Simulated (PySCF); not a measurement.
**Au3 at several levels of theory**

Computed with PySCF 2.14.0 (density fitting, no spin-orbit coupling) at the geometry relaxed with TPSS:

```xyz
3
Au3 (doublet)
Au    1.4619    0.0041    0.0000
Au   -0.7355    1.4551    0.0000
Au   -0.7264   -1.4592    0.0000
```

| level | basis | state | HOMO (eV) | gap (eV) | charge on Au1 (e) | dipole about the centre of mass (D) | largest force component (eV/Å) |
| --- | --- | --- | --- | --- | --- | --- | --- |
| TPSS | Au def2-SVP with ECP60 | doublet | -4.67 | 0.29 | 0.10 | 0.95 | 0.03 |
| r2SCAN | the same | doublet | -4.91 | 0.48 | 0.11 | 1.00 | 0.27 |
| CAM-B3LYP | the same | doublet | -6.10 | 3.23 | 0.12 | 0.99 | 0.18 |
| PBE | the same | doublet | -4.77 | 0.23 | 0.10 | 0.93 | 0.12 |
| TPSS | Au def2-TZVP with ECP60 | doublet | -4.71 | 0.28 | 0.11 | 0.99 | 0.29 |
| TPSS | Au x2c-SVPall | doublet | -4.70 | 0.30 | 0.04 | 0.97 | 0.58 |

HOMO and gap are taken over both spins. Charges are Mulliken's, which hang on the basis. The relaxation used the grid (50, 194), these runs (75, 302) or, all-electron (x2c bases, spin-free X2C Hamiltonian), (99, 590).

Q: What does revPBE with Au def2-SVP with ECP60 give here?

A: state doublet, HOMO (eV) -4.67, gap (eV) 0.24, charge on Au1 (e) 0.10, dipole about the centre of mass (D) 0.95, largest force component (eV/Å) 0.35. Time: 4.4 s on 2 threads of Arm Neoverse V2, on a shared host, from an already converged density.

No frequency check is given that shows the relaxed geometry to be a minimum. Open shells may have lower solutions than the one found.

A gap near or under zero over both spins lies within a partly filled shell and is no excitation energy.
